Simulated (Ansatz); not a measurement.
Basis-set series for C$_{2}$H$_{6}$OSi (`[SiH3]C1CO1`). Total charge 0; spin multiplicity 1. The geometry is a stationary point of PBE0-D4/def2-TZVP.

```xyz
10

Si   -0.5993    0.2322    1.2821
C    -0.0018    0.4735   -0.4784
C     0.7876   -0.5587   -1.1613
O    -0.5823   -0.4075   -1.4520
H     0.2973    0.9640    2.2171
H    -1.9811    0.7554    1.4360
H    -0.5736   -1.2201    1.5918
H     0.1296    1.4920   -0.8462
H     1.0569   -1.4708   -0.6329
H     1.4667   -0.2600   -1.9562
```

| functional | basis | functions | energy (Eh) | HOMO (eV) | LUMO (eV) |
| --- | --- | --- | --- | --- | --- |
| PBE0-D4 | def2-TZVPP | 219 | -444.25495 | -7.81 | 0.65 |
| PBE0-D4 | def2-QZVPP | 421 | -444.27351 | -7.85 | 0.41 |
| ωB97M-V | def2-TZVPP | 219 | -444.45980 | -10.20 | 2.21 |
| ωB97M-V | def2-QZVPP | 421 | -444.47723 | -10.23 | 1.67 |

(1) Give the rows for def2-SVP. (Best estimate.)

Results:

(1) Computed: 
| functional | basis | functions | energy (Eh) | HOMO (eV) | LUMO (eV) |
| --- | --- | --- | --- | --- | --- |
| PBE0-D4 | def2-SVP | 90 | -443.97528 | -7.67 | 1.13 |
| ωB97M-V | def2-SVP | 90 | -444.17212 | -10.05 | 2.98 |

Positive LUMOs are unbound and depend on the basis.
